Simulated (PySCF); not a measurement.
Species: C₄H₈Te.
Structure used (PBE0-D3(BJ)/def2-SVP), in Å, numbered top down from 1:
```xyz
13
C4H8Te angstrom
C     -1.7706   -1.3922    0.1746
C     -0.9583   -0.4058   -0.2126
C      0.2144    0.0898    0.5578
C      1.5151    0.0481   -0.2268
Te    -0.1880    2.1237    1.3055
H     -1.6324   -1.9042    1.1326
H     -2.6095   -1.7147   -0.4468
H     -1.1315    0.0827   -1.1806
H      0.3120   -0.4780    1.4973
H      2.3578    0.4309    0.3661
H      1.4465    0.6504   -1.1462
H      1.7376   -0.9905   -0.5245
H     -0.1483    2.7622   -0.2331
```

Method: PBE0-D3(BJ)/def2-SVP geometry optimisation, gas phase, def2 core potentials past Kr (PySCF 2.14.0).

Which atoms are bound to Te5, and at what distances?

2 atoms: H13 1.666 Å, C3 2.204 Å. The nearest atom not counted as bound is H9, at 2.66 Å.

What is the shape at Te5?

Bent: angle 92.1°.

What are the other bond lengths?

C1=C2 1.335 Å; C2–C3 1.488 Å; C3–C4 1.520 Å; C1–H6 1.095 Å; C1–H7 1.093 Å; C2–H8 1.098 Å; C3–H9 1.102 Å; C4–H10, C4–H11, C4–H12 1.101 Å.

Give some angles away from the centre.

C1–C2–C3 125.1°, C2–C3–C4 113.5°, C2–C3–Te5 109.8°, C4–C3–Te5 110.9°.

What are the rotational constants (commonest isotopes, rigid rotor)?

A = 4616, B = 1435, C = 1164 MHz: an asymmetric top.

Point group: C1 (no symmetry element, even within 0.4 Å). Charge 0, singlet. Stationary, but not proved a minimum.

Time: 63 s wall; peak memory 0.53 GiB. Hardware: an Arm Neoverse V1 with one thread, shared host with 32 logical CPUs at a one-minute load of 20. These figures are those of the optimisation.

One conformer stands for the species.
